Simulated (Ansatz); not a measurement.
CH4OSZn (`O[CH2][Zn][SH]`). Total charge 0; spin multiplicity 1. Geometry: relaxed with PBE0-D4/def2-TZVP. It is one conformer, not always the lowest.

```xyz
8

O    -1.151   -1.284    1.053
C    -0.763    0.066    0.817
Zn    0.302    0.311   -0.824
S     1.450    0.496   -2.669
H    -0.370   -1.793    1.276
H    -0.261    0.499    1.691
H    -1.692    0.628    0.693
H     2.485    1.077   -2.037
```

(1) What is the dipole moment at B3LYP/def2-TZVPP? (Estimate.)

(2) And with PBE, r2SCAN, ωB97M-V? (An estimate is asked.)

(3) Give the Mulliken charges with B3LYP, ωB97M-V, r2SCAN in def2-TZVPP. (An estimate is asked.)

Answers

(1) Computed: 2.16 D, with components (0.98, 0.56, 1.84) D in this frame, pointing from negative to positive charge.

(2) The calculation gave: PBE 2.14 D, r2SCAN 2.20 D, ωB97M-V 2.14 D.

(3) The calculation gave: 
```json
{"atom": "O1", "B3LYP": "-0.34", "ωB97M-V": "-0.33", "r2SCAN": "-0.36"}
{"atom": "C2", "B3LYP": "-0.11", "ωB97M-V": "-0.19", "r2SCAN": "-0.04"}
{"atom": "Zn3", "B3LYP": "0.28", "ωB97M-V": "0.31", "r2SCAN": "0.27"}
{"atom": "S4", "B3LYP": "-0.31", "ωB97M-V": "-0.32", "r2SCAN": "-0.32"}
{"atom": "H5", "B3LYP": "0.18", "ωB97M-V": "0.17", "r2SCAN": "0.20"}
{"atom": "H6", "B3LYP": "0.10", "ωB97M-V": "0.12", "r2SCAN": "0.07"}
{"atom": "H7", "B3LYP": "0.11", "ωB97M-V": "0.13", "r2SCAN": "0.08"}
{"atom": "H8", "B3LYP": "0.09", "ωB97M-V": "0.11", "r2SCAN": "0.10"}
```

B3LYP here is the variant with VWN-RPA as its local correlation; programs differ in this.
